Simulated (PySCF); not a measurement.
Vertical excitations of a molecule C2H8ClNSi2 from TDDFT-PBE/def2-SVPD (PySCF), as energy in eV (oscillator strength): 3.32 (0.001), 4.82 (0.012), 5.09 (0.001), 5.16 (0.025), 5.57 (0.003), 5.76 (0.001), 5.89 (0.132), 6.02 (0.125), 6.05 (0.045), 6.22 (0.028). Lowest triplet (TDA): 2.69 eV. The structure is a stationary point at ωB97X-D3(BJ)/def2-SVP. One conformer was computed; it need not be the lowest.

Task: Identify the compound among the candidates.
A. [SiH3]/C=N/C[SiH2]Cl
B. C[Si@H](Cl)/C=N/[SiH3]
C. C=C[Si@H](Cl)[SiH2]N
D. N[Si@H]1C[Si@@H](Cl)C1

Result: B, C[Si@H](Cl)/C=N/[SiH3]
